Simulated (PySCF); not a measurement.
**Dipole response of Xe⁴⁷⁺ (xenon, charge +47)**

[He] 2s2 2p3, high-spin 4S determinant. Computed with PySCF 2.14 in an even-tempered Gaussian basis (19 s from 24 bohr⁻², ratio 2.2; 12 p from 31 bohr⁻², ratio 2.2; 5 d from 120 bohr⁻², ratio 2.4; 5 f from 170 bohr⁻², ratio 2.4; 4 g from 260 bohr⁻², ratio 2.4), with scalar relativity by spin-free X2C-1e. Coupled (time-dependent) response in atomic units; α is the mean over directions.

```tsv
method	mean α (bohr³)	C₆ (like pair)	S(−4)
UHF	0.0004480	4.204e-06	1.322e-06
PBE0	0.0004407	4.148e-06	1.266e-06
```

S(−4) is the Cauchy moment in α(ω) = α(0) + S(−4) ω² + …

α(iu) at PBE0:

| u (hartree) | α(iu) (bohr³) |
| --- | --- |
| 0 | 0.0004407 |
| 3.00 | 0.0004296 |
| 6.00 | 0.0004002 |
| 12.0 | 0.0003192 |
| 18.0 | 0.0002476 |
| 24.0 | 0.0001974 |
| 30.0 | 0.0001640 |
| 45.0 | 0.0001198 |
| 60.0 | 9.964e-05 |
| 90.0 | 8.045e-05 |
| 150 | 6.104e-05 |

A single London oscillator, α(iu) = α/(1 + u²/ω²), gives C₆ = (3/4) ω α². Matching the computed C₆ needs ω = 4 × 4.148e-06 / (3 × 0.0004407²) = 28.5 hartree.

For an ion, C₆ is the dispersion term alone; charge-induced terms of lower order in 1/R come first.

Spin-orbit coupling is strong in this species (close to jj coupling), so the high-spin LS determinant is a model state, not a physical level.
